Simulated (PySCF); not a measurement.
Ionisation energy of Dy³⁹⁺ by level of theory

Dy³⁹⁺ [Ar] 3d9 [3d3/2^4 3d5/2^5, M_J = 5/2] → Dy⁴⁰⁺ [Ar] 3d8 [3d3/2^4 3d5/2^4, M_J = 4], as a difference of total energies. Computed with PySCF 2.14 in an uncontracted even-tempered set (16 s from 8.1 bohr⁻², ratio 2.8; 12 p from 11 bohr⁻², ratio 2.8; 8 d from 11 bohr⁻², ratio 2.8; 3 f from 41 bohr⁻², ratio 3), with the two-component X2C-1e Hamiltonian. Correlated levels: [Ne] frozen; the 74 highest virtual spinors dropped. "Screened" scales the spin-orbit matrix elements by Boettger's factors to mimic the two-electron term; Breit and QED terms are absent.

| method | ionisation energy (eV) |
| --- | --- |
| GHF (spin-free) | 3001.7 |
| GMP2 (spin-free) | 3003.1 |
| GHF (screened spin-orbit) | 2987.7 |
| GMP2 (screened spin-orbit) | 2989.1 |

Breit and QED terms and the two-electron picture change are absent.

The spin-free rows relax to the high-spin LS determinant and lack the spin-orbit shift.

The labels give the starting determinants; with spin-orbit coupling the two ends relaxed to ⟨J²⟩ = 8.75, ⟨L²⟩ = 6.04, ⟨S²⟩ = 0.79 and ⟨J²⟩ = 20.00, ⟨L²⟩ = 12.90, ⟨S²⟩ = 1.82.

For comparison: 2987 ± 4 eV (theoretical estimate listed by NIST; NIST Atomic Spectra Database, ionization energies).
